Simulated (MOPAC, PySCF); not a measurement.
H9AlSi3, SMILES `[SiH3][Al]([SiH3])[SiH3]`, neutral singlet in the gas phase. 

Cartesian coordinates (Å):
```xyz
13

Si    -2.3235    -0.7364     0.2123
Al     0.0110     0.0132    -0.0242
Si     1.7866    -1.6662    -0.3269
Si     0.5461     2.4140     0.0951
H     -3.2751     0.3582     0.5355
H     -2.7851    -1.3711    -1.0529
H     -2.4405    -1.7644     1.2818
H      2.4174    -1.9447     0.9936
H      1.2832    -2.9609    -0.8557
H      2.8650    -1.1933    -1.2348
H      1.9905     2.7178    -0.0760
H      0.1216     2.9722     1.4079
H     -0.1974     3.1615    -0.9557
```
Charge 0, spin multiplicity 1.

All levels are single points at this geometry (B3LYP-D3(BJ)/def2-TZVP); Pople sets use spherical d functions. Orbital energies aren't observables, and empty levels follow the basis.

| level | HOMO (eV) | LUMO (eV) | gap (eV) | dipole (D) | vertical IE, Delta-SCF (eV) |
|---|---|---|---|---|---|
| B3LYP-D3(BJ)/def2-TZVP in PySCF | -7.11 | -2.78 | 4.34 | 0.09 | 8.95 |
| PBE-D3(BJ)/def2-TZVP in PySCF | -6.30 | -3.35 | 2.95 | 0.07 | – |
| B3LYP/3-21G in PySCF | -7.22 | -2.67 | 4.55 | 0.05 | – |
| B3LYP/6-31G* in PySCF | -7.02 | -2.62 | 4.40 | 0.07 | 8.92 |
| B3LYP/LANL2DZ in PySCF | -7.29 | -2.62 | 4.67 | 0.05 | – |
| BP86/6-31G* in PySCF | -6.32 | -3.26 | 3.06 | 0.05 | – |
| M06-2X/6-31G* in PySCF | -8.15 | -1.85 | 6.30 | 0.07 | – |
| HF/6-31G* in PySCF | -9.58 | 0.22 | 9.79 | 0.10 | 8.51 |
| HF/STO-3G in PySCF | -6.82 | 7.24 | 14.06 | 0.15 | – |
| AM1 in MOPAC | -9.66 | -2.21 | 7.46 | 0.01 | – |
| PM3 in MOPAC | -8.96 | -3.36 | 5.60 | 0.07 | – |
| PM6 in MOPAC | -9.62 | -1.39 | 8.23 | 0.06 | – |
| PM7 in MOPAC | -11.79 | -1.59 | 10.20 | 0.10 | – |
